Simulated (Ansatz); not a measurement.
Species: trifluoromethylboronic acid, CH2BF3O2, net charge 0, singlet state. 
Geometry from a B3LYP-D3(BJ)/def2-TZVP (Ansatz, an electronic-structure program) optimisation:
```
B
O 1 1.3477
H 2 0.9645 1 113.90
O 1 1.3540 2 122.50 3 0.00
H 4 0.9637 1 114.23 2 -180.00
C 1 1.6186 2 117.04 3 180.00
F 6 1.3500 1 112.65 2 -60.75
F 6 1.3500 7 107.26 1 -124.51
F 6 1.3669 7 106.48 8 -113.69
```
Charge 0, spin multiplicity 1.

Total electronic energies in hartree. Valence correlation only, unless marked. No spin-orbit coupling. Non-relativistic unless marked X2C. Basis-set limits of correlation are two-point, X^-3; Hartree-Fock from the larger set.

| level | program | energy (Eh) |
|---|---|---|
| BLYP-D4/def2-TZVPD | Ansatz + dftd4 | -514.43834 |
| PBE0/def2-TZVP | Ansatz | -513.96598 |
| PBE0/def2-QZVPP | Ansatz | ___ |
| CAM-B3LYP/def2-TZVPD | Ansatz | -514.34965 |
| LC-wPBE/def2-TZVPD | Ansatz | -514.19665 |
| wB97M-V/def2-TZVPD | Ansatz | ___ |
| B2GP-PLYP-D3(BJ)/def2-TZVPD | Ansatz + dftd3 | -514.10308 |
| B2GP-PLYP-D4/def2-TZVPD | Ansatz + dftd4 | -514.10261 |
| B2PLYP-D4/def2-TZVPD | Ansatz + dftd4 | ___ |
| SCS-MP2/STO-3G | Ansatz | -505.07452 |
| CCSD/aug-cc-pVQZ | Ansatz | -513.74299 |
| CCSD(T)/aug-cc-pVTZ | Ansatz | -513.66635 |
| CCSD(T)/cc-pVQZ | Ansatz | -513.78617 |
| X2C-CCSD(T)/cc-pVTZ-DK | Ansatz | -514.00846 |
| CCSD(T)/CBS(aug-cc-pVTZ,aug-cc-pVQZ) | Ansatz | -513.8774 |

Complete the blanks.


- PBE0/def2-QZVPP, energy (Eh): -513.99571
- wB97M-V/def2-TZVPD, energy (Eh): -514.36332
- B2PLYP-D4/def2-TZVPD, energy (Eh): -514.18972
